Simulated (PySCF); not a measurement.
# Computed properties of (E)-1-bromo-2-chloroprop-1-ene (C3H4BrCl), SMILES C/C(Cl)=C\Br

(E)-1-bromo-2-chloroprop-1-ene (C3H4BrCl), SMILES C/C(Cl)=C\Br. Coordinates come from a r2SCAN-D4/def2-SVP optimisation. The values are those of a single conformer. All values are computed for the isolated molecule unless a solvent is named; none is compared with measurement here.

**Structure.** The optimised structure has Cs symmetry. All 21 harmonic modes at r2SCAN-D4/def2-SVP (PySCF) are real, so it is a minimum. With heavy atoms numbered as in [CH3:1]/[C:2]([Cl:3])=[CH:4]\[Br:5], the shortest bond between them is C2–C4 at 1.342 Å and the longest C4–Br5 at 1.885 Å.

**Vibrations.** The strongest infrared lines (harmonic, unscaled, degenerate partners summed) lie at 1084 cm⁻¹ (60 km/mol, H 52 %, C 47 %), 732 cm⁻¹ (54 km/mol, C 81 %, H 9 %), 709 cm⁻¹ (34 km/mol, C 67 %, H 16 %, Cl 16 %). The softest mode is at 147 cm⁻¹ and the zero-point energy is 38.2 kcal/mol.

**Electronic structure.** PBE0/def2-TZVP (PySCF) places the frontier levels at -7.07 and -0.50 eV, a gap of 6.57 eV, and gives a dipole moment of 0.80 D and a mean polarisability of 70.0 bohr³. PBE/def2-TZVP (PySCF) at the same geometry gives -5.93 and -1.44 eV, so its gap is 2.08 eV narrower. An orbital gap is neither the optical nor the fundamental gap.

**Excitations.** TDDFT-PBE0/def2-SVPD (PySCF) has S1 at 5.15 eV (241 nm, f = 0.000, dark); the most intense of the 10 singlets computed lies at 5.99 eV (f = 0.31). T1 (TDA) is at 3.78 eV. TDDFT-PBE/def2-SVPD (PySCF) puts S1 at 4.74 eV. No vertical singlet excitation falls in the visible range (under 3.1 eV).

**NMR.** GIAO shifts at HF/pcSseg-1 (PySCF) (non-relativistic, atoms alike by connectivity averaged): ¹³C from 23.4 to 153.7 ppm against TMS; ¹H from 2.5 to 6.5 ppm against TMS. Without spin–orbit terms, shifts of atoms bonded to Cl or Br come out too high.
